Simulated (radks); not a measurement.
The table gives one normalised radial function P(r) = r R(r) of Pb2+ in [Hg] (r in bohr). Calculated with a radial shooting solver on a logarithmic mesh with Libxc functionals: scalar-relativistic Kohn-Sham, OLYP, spin-polarised, spherical densities, finite nucleus; Fermi nuclear charge, rms radius 5.5012 fm.

r               P
0.0008201   0.0305
0.0009547   0.0340
0.001103    0.0377
0.001284    0.0418
0.001482    0.0460
0.001726    0.0507
0.001993    0.0554
0.00232     0.0605
0.00268     0.0654
0.003119    0.0705
0.003603    0.0752
0.004194    0.0795
0.004883    0.0831
0.005639    0.0854
0.006564    0.0861
0.007581    0.0847
0.008826    0.0805
0.01019     0.0733
0.01187     0.0618
0.0137      0.0467
0.01595     0.0262
0.01842     0.0025
0.02145    -0.0261
0.02477    -0.0552
0.02884    -0.0854
0.03357    -0.1114
0.03877    -0.1278
0.04514    -0.1316
0.05213    -0.1181
0.06068    -0.0832
0.07008    -0.0314
0.08159     0.0375
0.09422     0.1054
0.1097      0.1633
0.1267      0.1876
0.1475      0.1660
0.1717      0.0909
0.1983     -0.0186
0.2308     -0.1453
0.2666     -0.2373
0.3103     -0.2648
0.3584     -0.2036
0.4172     -0.0549
0.4819      0.1286
0.561       0.3057
0.6479      0.3996
0.7542      0.3786
0.871       0.2384
1.014      -0.0056
1.18       -0.2894
1.363      -0.5345
1.587      -0.7173
1.833      -0.7932
2.134      -0.7696
2.464      -0.6691
2.869      -0.5185
3.313      -0.3698
3.857      -0.2325
4.455      -0.1321
5.186      -0.0617
5.989      -0.0251
6.972      -0.0079

Which n and l does it have? It may be an empty orbital.

Answer. n = 6, l = 0: the number of nodes gives n - l - 1 = 5, the rise at small r (about r^(l+1), flatter next to the nucleus through relativity) gives l, and the extent must fit the shell. The curve is that of 6s. 6s: eigenvalue -27.171 eV, 5 radial nodes at r = 0.0187, 0.0753, 0.194, 0.436, 1.01 bohr, <r> = 2.18 bohr, 90 % of the charge inside 3.16 bohr.
